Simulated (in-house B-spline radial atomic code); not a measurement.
Results of a calculation; reference values are marked as such.
## Correlation energy from the adiabatic connection: ω²r²/2 − Z/r, ω = 0.248, Z = 2

Two electrons in a singlet, external potential ω²r²/2 − Z/r, ω = 0.248, Z = 2 (atomic units). Full CI in B-splines (partial waves to l = 8, correlation up to 0.6 % small) with the density held fixed gives W(λ) = <V_ee>_λ − U, and E_c is the integral of W(λ) − W(0) from 0 to 1.

| λ | W(λ) − W(0) (hartree) |
| --- | --- |
| 0 | 0.00000 |
| 0.02 | -0.00190 |
| 0.05 | -0.00471 |
| 0.12 | -0.01113 |
| 0.25 | -0.02257 |
| 0.4 | -0.03502 |
| 0.6 | -0.05050 |
| 0.8 | -0.06481 |
| 1 | -0.07807 |

**Question.** Integrate the table by the trapezoid rule.

**Answer.** The strips give -0.00002, -0.00010, -0.00055, -0.00219, -0.00432, -0.00855, -0.01153, -0.01429, which sum to -0.04155 hartree. The direct value, W(1) − W(0) + T_c with T_c = 0.03645, is -0.04163; the curve is convex, so chords lie above it and the trapezoids fall short in size by 0.17 %.

**Question.** Now use only three numbers: W(0) = -1.0581, the initial slope W'(0) = -0.0952 (extrapolated from the first points) and the strong-coupling limit of the point-charge-plus-continuum model, W∞ = -1.5046. What do second-order theory and the interpolation W(λ) = W∞ + (W(0) − W∞)/√(1 + 2χλ) of Seidl, Perdew and Levy give?

**Answer.** Second order keeps the slope alone: E_c = W'(0)/2 = -0.04760, +14 % in size against -0.04163. Matching the slope fixes χ = W'(0)/(W∞ − W(0)) = -0.0952/(-0.44650) = 0.21321. Integrating, with s = √(1 + 2χ) = 1.194332, E_c = −(W(0) − W∞)(s − 1)/(s + 1) = −0.44650 × 0.194332/2.194332 = -0.03954 hartree, -5.0 % in size against the full result. At λ = 1 the formula gives W − W(0) = -0.07265 against -0.07807. Part of the miss can come from the model's W∞.
